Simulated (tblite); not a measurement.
Run record: tight-binding relaxation, `CP(C)C[P@@H](=O)C#CP`.

Computed with GFN2-xTB geometry optimisation, gas phase (tblite 0.8.0). Start geometry: from a force field or distance geometry. The command runs a driver script over a list of jobs; the input below is this job's line of settings and its coordinates in Å.

Command:
```bash
OMP_NUM_THREADS=1 python probes_run.py task.json out
```

Input:
```
{"job": {"kind": "relax", "xc": "GFN2-xTB", "basis": "xTB"}, "charge": 0, "multiplicity": 1}
C     -2.592400    -1.179300     0.185000
P     -2.154600     0.526100     0.722000
C     -2.695100     1.476700    -0.730100
C     -0.294700     0.458900     0.357600
P      0.872400    -0.676100     1.260200
O      0.717800    -2.081400     0.722100
C      2.466100    -0.222300     0.464900
C      3.513400     0.080400    -0.041300
P      5.101000     0.525300    -0.834800
H     -2.223900    -1.917900     0.899300
H     -2.196700    -1.407900    -0.804800
H     -3.692700    -1.285000     0.142400
H     -2.331900     1.054500    -1.657100
H     -3.792700     1.495700    -0.786600
H     -2.356800     2.522900    -0.662800
H      0.077600     1.468800     0.546200
H     -0.174100     0.237100    -0.698300
H      0.935000    -0.423800     2.639000
H      5.898700    -0.481000    -0.254100
H      4.918400    -0.161000    -2.051000
```

Output:
```
step      E/eV     max force
  0    -758.48810    4.315
  1    -758.67087    3.699
  2    -758.83478    1.508
  3    -758.91074    1.671
  4    -758.98393    1.022
  5    -759.05046    0.463
  6    -759.06045    0.258
  7    -759.07335    0.255
  8    -759.08270    0.378
  9    -759.10282    0.506
... (87 lines left out)
 97    -759.24413    0.023
 98    -759.24419    0.019
 99    -759.24423    0.015
100    -759.24425    0.015
101    -759.24428    0.015
102    -759.24433    0.025
103    -759.24440    0.019
104    -759.24444    0.020
105    -759.24446    0.016
106    -759.24447    0.008
```

«max force» is the largest atomic force in eV/Å.

Problem. From which step on does the largest force stay under 0.1 eV/Å, and how much energy is left to gain from there?

Solution. From step 62 (0.043 eV/Å), 11.6 meV above the end.

In short: energy lowered by 17.4 kcal/mol over 106 steps; largest atomic force 0.008 eV/Å at the end.

Time: 1.1 s. Hardware: one thread, Arm Neoverse V1 (aarch64), shared host with 32 logical CPUs at a one-minute load of 9.4.
Labels such as C1 count atoms from 1, the log's own numbers from 0.
